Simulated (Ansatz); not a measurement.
```yaml
crystal:
  periodic: [false, false, false]
  atoms:
    - {symbol: Na, position_ang: [-1.242383, -1.244156, -5.539509]}
    - {symbol: Br, position_ang: [-1.565202, -1.565314, -2.789836]}
    - {symbol: Na, position_ang: [-1.318442, -1.318423, -0.001859]}
    - {symbol: Br, position_ang: [-1.568687, -1.569890, 2.785437]}
    - {symbol: Na, position_ang: [-1.250338, -1.251823, 5.535964]}
    - {symbol: Br, position_ang: [-1.512836, 1.519586, -5.673328]}
    - {symbol: Na, position_ang: [-1.346676, 1.349914, -2.840564]}
    - {symbol: Br, position_ang: [-1.561131, 1.560511, -0.000044]}
    - {symbol: Na, position_ang: [-1.350351, 1.345393, 2.840193]}
    - {symbol: Br, position_ang: [-1.521200, 1.511757, 5.672745]}
    - {symbol: Br, position_ang: [1.521747, -1.513029, -5.671951]}
    - {symbol: Na, position_ang: [1.349935, -1.344992, -2.839864]}
    - {symbol: Br, position_ang: [1.560815, -1.559273, -0.000005]}
    - {symbol: Na, position_ang: [1.346406, -1.349432, 2.840133]}
    - {symbol: Br, position_ang: [1.513460, -1.520679, 5.672523]}
    - {symbol: Na, position_ang: [1.250872, 1.250670, -5.536110]}
    - {symbol: Br, position_ang: [1.568248, 1.570282, -2.785639]}
    - {symbol: Na, position_ang: [1.318028, 1.319794, 0.001892]}
    - {symbol: Br, position_ang: [1.564805, 1.565866, 2.790080]}
    - {symbol: Na, position_ang: [1.242909, 1.243239, 5.539761]}
basis:
  gaussian: {orbitals: def2-SVP, fitting: {mean_field: def2-universal-jkfit}, initial_orbitals: start.molden}
hamiltonian: {xc: {name: wB97M-V}}
scf: {omitted_lower_state_checks: [starts]}
output: {forces: true, orbitals: {seedname: orbitals}}
```

The file start.molden holds the orbitals of an earlier run on this structure, at another level or in another basis.

```sh
$ ansatz run in.yaml --threads 8 --pin off --events-out ev --progress --plain --max-ram 19148MiB
```

Question: Does this run fit into the memory that it is given?

Answer: No. It has 470 basis functions, and Ansatz plans for 22 GiB where 19 GiB are given.
